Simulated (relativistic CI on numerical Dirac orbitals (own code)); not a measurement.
Computed by Dirac-Coulomb-Breit CI, orbitals from a KLI potential per configuration, a model potential for QED, unscaled Slater integrals (own radial code, finite nucleus).

The strongest absorption lines from the ground level of an ion, among the configurations computed and to levels below about 869 eV (vacuum wavelength in nm, gf): 1.9848 (0.14), 1.9912 (0.029), 2.5288 (0.0059), 2.5824 (0.0033), 2.7410 (0.34), 2.7597 (0.15), 18.415 (0.65), 27.986 (0.011).

(1) Which ion is it?
A. As XXII
B. Rb XXVI
C. Ga XX
D. Br XXIV

Answers

(1) A. As XXII has 12 electrons and the ground level 3s2 1S_0; the strongest line goes to 3s 3p 1P°_1. The pattern of lines fixes the number of electrons, and along that sequence the line energies rise steadily with the charge (about as its square where n changes within one kind of shell, about linearly where n is kept but much faster in heavy ions where fine structure, which grows about as Z⁴, sets the gap, and irregularly where shells cross), which fixes Z. Configurations outside the model, such as inner-shell arrays, can give stronger lines. At this charge energies of transitions that change n are usually good to better than 1 %, and those within a shell (Δn = 0) to a few per cent.

LS names give the leading component of a level, which can be under half, so a name can repeat, a term be missing and a line seem to break the LS rules.
